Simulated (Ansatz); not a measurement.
Li₃Br₄, relaxed as a doublet with UKS r2SCAN-D4/def2-SVP in Ansatz, starting from the GFN1-xTB geometry. Force threshold 0.02 eV/Å.

In the doublet, Br4 and Br5 lie 2.95 Å apart (atoms count from 1), so these atoms are partly bonded to each other. Another isomer (doublet) lies 0.20 eV lower at PBE0-D4/def2-TZVP; other spin states weren't run for this one.

Start:

Cartesian coordinates in Å:
```
Li -1.517 0.727 3.455
Li 1.175 -0.668 -3.123
Li -0.136 0.219 1.130
Br 1.280 -1.018 -5.367
Br 0.983 -0.280 -0.876
Br 0.742 1.176 3.212
Br -2.528 -0.156 1.568
```

Estimate the energy that the relaxation releases and the steps that it takes.

21.5 kcal/mol, in 37 steps; 6.4 min on 4 threads of Arm Neoverse V1 on a shared host. The force fell under the threshold at step 34, but the optimiser went on. No frequencies were taken in this run, so the end may be a saddle point.

Does the start keep its bonding?

Bonds formed: Li2–Br7 (atoms count from 1).

Predict the relaxed structure.


```xyz
7

Li   -1.5776    0.9508    2.2059
Li   -0.4130    0.2497   -1.9688
Li    0.6256   -0.3899    0.8675
Br    0.7367   -1.5625   -3.0827
Br    1.9776    0.2589   -1.1259
Br    0.4920    0.4342    3.1184
Br   -1.8414    0.0588   -0.0143
```
Bond lengths (bridged metal pairs left out): 8 × Br–Li 2.32 to 2.66 Å.
